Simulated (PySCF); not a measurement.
**Working out the excitation energy of N²⁺**

N²⁺ [He] 2s2 2p1 (2P) → N²⁺ [He] 2s2 3s1 (2S). All numbers are calculated (PySCF 2.14, the spin-free X2C one-electron Hamiltonian (Gaussian nucleus), in aug-cc-pVTZ-DK). Frozen: 1s2. Energies in hartree (1 hartree = 27.21139 eV):

| part | N²⁺ (lower) | N²⁺ (upper) |
| --- | --- | --- |
| UHF | -52.847342 | -51.824520 |
| MP2 opposite-spin | -0.052971 | -0.059389 |
| MP2 same-spin | -0.003647 | -0.004247 |

Problem. What does Hartree-Fock give?

Solution. (-51.824520) − (-52.847342) = 1.022822 hartree = 27.832 eV.

Problem. What do MP2 and SCS-MP2 (6/5 opposite-spin, 1/3 same-spin) give?

Solution. The opposite-spin parts differ by -0.175 eV and the same-spin parts by -0.016 eV. MP2: 27.832 + (-0.175) + (-0.016) = 27.641 eV. SCS-MP2: 27.832 + 1.2 × (-0.175) + (-0.016)/3 = 27.617 eV.
